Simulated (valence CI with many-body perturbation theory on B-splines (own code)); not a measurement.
Ho18+: calculated level list

Computed by valence CI with perturbative core correlation (CI+MBPT): three valence electrons over a frozen Dirac-Fock core [Kr] 4d10, a basis of 8 s, 8 p, 9 d, 9 f, 6 g, 3 h, 2 i functions for each j, with the one-electron correlation potential Σ1, the two-electron term Σ2, the three-electron term Σ3, Breit, model QED; selected CI, second order for the rest (own B-spline code, finite nucleus).

No measured levels were compared; by estimate terms of the open shell hold to a few per cent of their energy, and close levels can change places. Core correlation moves these levels by up to 40000 cm⁻¹, and in measured spectra 5 to 20 % of such shifts remained as error; rates that hang on mixing are uncertain with them.

Levels 1 to 45 of 63, with energies above the lowest level, 4f³ ⁴I°_9/2. "Leading %" is the weight of the configuration and term that name the level; weights of strongly mixed levels are sums over their largest components and can fall short. Lifetimes count E1, E2, E3, M1 and M2 decay at the calculated energies, and are blank where another channel may lead or the interval is too uncertain; long ones can be off by a factor of two.

| No. | Configuration | Term | J | E (cm⁻¹) | Leading % | Lifetime | Second component |
| --- | --- | --- | --- | --- | --- | --- | --- |
| 1 | 4f³ | ⁴I° | 9/2 | 0.0 | 91 |  | 8 % 4f³ ²H° |
| 2 | 4f³ | ⁴I° | 11/2 | 8095 | 97 | 46.8 ms |  |
| 3 | 4f³ | ⁴I° | 13/2 | 15887 | 98 | 45.2 ms |  |
| 4 | 4f³ | ⁴I° | 15/2 | 23317 | 94 | 78.0 ms | 6 % 4f³ ²K° |
| 5 | 4f³ | ⁴F° | 3/2 | 25794 | 81 |  | 15 % 4f³ ²D° |
| 6 | 4f³ | ²H° | 9/2 | 28282 | 52 | 16.6 ms | 28 % 4f³ ²G° |
| 7 | 4f³ | ⁴F° | 5/2 | 30917 | 93 | 206 ms | 6 % 4f³ ²D° |
| 8 | 4f³ | ⁴S° | 3/2 | 33829 | 81 | 337 ms | 14 % 4f³ ²P° |
| 9 | 4f³ | ⁴F° | 7/2 | 33956 | 72 | 264 ms | 25 % 4f³ ²G° |
| 10 | 4f³ | ⁴G° | 5/2 | 39380 | 95 | 569 ms |  |
| 11 | 4f³ | ⁴F° | 9/2 | 39446 | 68 | 25.4 ms | 24 % 4f³ ²H° |
| 12 | 4f³ | ²H° | 11/2 | 41307 | 85 | 17.0 ms | 11 % 4f³ ⁴G° |
| 13 | 4f³ | ⁴G° | 7/2 | 41532 | 49 | 44.3 ms | 32 % 4f³ ²G° |
| 14 | 4f³ | ²K° | 13/2 | 45104 | 96 | 15.5 ms |  |
| 15 | 4f³ | ⁴G° | 7/2 | 47803 | 48 | 29.6 ms | 43 % 4f³ ²G° |
| 16 | 4f³ | ²D° | 3/2 | 49907 | 41 | 11.4 ms | 30 % 4f³ ²P° |
| 17 | 4f³ | ⁴G° | 9/2 | 49983 | 85 | 24.4 ms | 8 % 4f³ ²H° |
| 18 | 4f³ | ²K° | 15/2 | 52117 | 78 | 12.3 ms | 17 % 4f³ ²L° |
| 19 | 4f³ | ²P° | 1/2 | 54642 | 82 | 26.6 ms | 18 % 4f³ ⁴D° |
| 20 | 4f³ | ⁴G° | 11/2 | 56461 | 79 | 44.1 ms | 20 % 4f³ ²H° |
| 21 | 4f³ | ²G° | 9/2 | 56926 | 62 | 12.0 ms | 19 % 4f³ ⁴F° |
| 22 | 4f³ | ²D° | 5/2 | 58096 | 93 | 18.5 ms | 6 % 4f³ ⁴F° |
| 23 | 4f³ | ⁴D° | 5/2 | 64348 | 63 | 25.1 ms | 30 % 4f³ ²D° |
| 24 | 4f³ | ⁴D° | 3/2 | 64741 | 62 | 77.5 ms | 30 % 4f³ ²D° |
| 25 | 4f³ | ²I° | 11/2 | 66229 | 76 | 27.3 ms | 18 % 4f³ ²H° |
| 26 | 4f³ | ²D° | 3/2 | 67605 | 44 | 8.13 ms | 43 % 4f³ ²P° |
| 27 | 4f³ | ⁴D° | 1/2 | 69089 | 82 | 58.3 ms | 18 % 4f³ ²P° |
| 28 | 4f³ | ²L° | 15/2 | 70425 | 83 | 14.9 ms | 17 % 4f³ ²K° |
| 29 | 4f³ | ²I° | 13/2 | 72261 | 97 | 27.6 ms |  |
| 30 | 4f³ | ⁴D° | 7/2 | 74211 | 96 | 46.8 ms |  |
| 31 | 4f³ | ²L° | 17/2 | 74489 | 100 | 36.9 ms |  |
| 32 | 4f³ | ²H° | 9/2 | 76213 | 94 | 16.9 ms |  |
| 33 | 4f³ | ²D° | 3/2 | 81286 | 69 | 10.5 ms | 26 % 4f³ ⁴D° |
| 34 | 4f³ | ²F° | 5/2 | 82446 | 39 | 6.54 ms | 31 % 4f³ ⁴D° |
| 35 | 4f³ | ²H° | 11/2 | 83149 | 74 | 9.94 ms | 22 % 4f³ ²I° |
| 36 | 4f³ | ²F° | 5/2 | 93727 | 50 | 4.97 ms | 44 % 4f³ ²D° |
| 37 | 4f³ | ²F° | 7/2 | 95932 | 93 | 5.65 ms |  |
| 38 | 4f³ | ²G° | 9/2 | 109120 | 97 | 12.7 ms |  |
| 39 | 4f³ | ²G° | 7/2 | 112170 | 96 | 17.7 ms |  |
| 40 | 4f³ | ²F° | 7/2 | 152500 | 97 | 2.97 ms |  |
| 41 | 4f³ | ²F° | 5/2 | 156590 | 100 | 4.17 ms |  |
| 42 | 4f²5s | ⁴H | 7/2 | 267590 | 94 | 25.4 μs | 5 % 4f²5s ²G |
| 43 | 4f²5s | ⁴H | 9/2 | 271440 | 78 | 21.4 μs | 15 % 4f²5s ²H |
| 44 | 4f²5s | ⁴H | 11/2 | 279830 | 93 | 18.9 μs | 6 % 4f²5s ²H |
| 45 | 4f²5s | ⁴F | 3/2 | 280210 | 94 | 6.30 μs | 6 % 4f²5s ²D |

Names give the largest LS component (configuration and term), which can be under half, so a name can repeat, a term be missing and a line seem to break the LS rules; names also repeat where a configuration has a term twice.

Where two levels of one J and parity lie close, their mixing, g and order are uncertain.

The ionisation energy to 4f² ³H4 of the next ion comes out as 437.4 eV (NIST: 441 ± 22 eV (theoretical)). All 63 levels together are meant to be complete up to 339740 cm⁻¹.
